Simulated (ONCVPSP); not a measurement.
tin (Sn): from the effect back to the setting (ONCV)

Base potential:

```json
{
  "Element": "Sn (Z = 50)",
  "Generator": "ONCVPSP 4.0.1",
  "Type": "optimised norm-conserving Vanderbilt (ONCV)",
  "Functional": "LDA (Perdew-Wang 92)",
  "Relativity": "scalar-relativistic",
  "Frozen core": "[Kr]",
  "Valence charge": "14",
  "Reference configuration": "4d10 5s2 5p1.5 (charge +0.5)",
  "Partial waves": "5s: rc 1.60 bohr, ncon 3, nbas 6, qcut 4.8 1/bohr, 2 projectors, debl 0.6 Ha; 5p: rc 2.30 bohr, ncon 4, nbas 9, qcut 3.9 1/bohr, 1 projector; 4d: rc 1.10 bohr, ncon 4, nbas 9, qcut 7.6 1/bohr, 2 projectors, debl 1.5 Ha; f scattering state at 0.02 Ha: rc 1.85 bohr, ncon 4, nbas 7, qcut 6.8 1/bohr, 2 projectors, debl 2.8 Ha",
  "Local potential": "polynomial inside 1.10 bohr (lpopt 5, dvloc0 -1 Ha)",
  "Core correction": "Teter function, fcfact 4.5, rcfact 1.7"
}
```

Cutoffs, loose and tight: the cutoffs (Ha) at which the residual kinetic energy of the hardest occupied pseudo-wave falls to 1 and 0.1 mHa per electron. They do not see the model core or the augmentation charge, which bear on the density cutoff. Test errors are all-electron minus pseudo excitation energies from the reference, over the configurations 4d10 5s2 5p2; 4d10 5s2 5p1; 4d10 5s2 5p0; 4d9 5s2 5p3; variants that change the core or the reference have their own tests.

Only the d radius is moved:

```csv
d radius (bohr),"cutoff, loose","cutoff, tight",bound ghosts,largest test error (meV)
0.8,421 Ha,494 Ha,"s, p",-270
0.9,253 Ha,381 Ha,"s, p",-278
0.98,218 Ha,317 Ha,"s, p",-283
1.14,189 Ha,238 Ha,"s, p",-288
1.2,142 Ha,213 Ha,"s, p",-283
1.38,68 Ha,157 Ha,"s, p",-261
1.6,28 Ha,85 Ha,"s, p",-220
```

One more run gave cutoff, loose: 42 Ha; cutoff, tight: 137 Ha; bound ghosts: s, p; largest test error (meV): -249. Which value of the d radius was used?

1.46 bohr. The loose cutoff moves one way along this sweep, from 421 Ha at 0.8 to 28 Ha at 1.6 bohr, which places the run between 1.38 and 1.6 bohr.
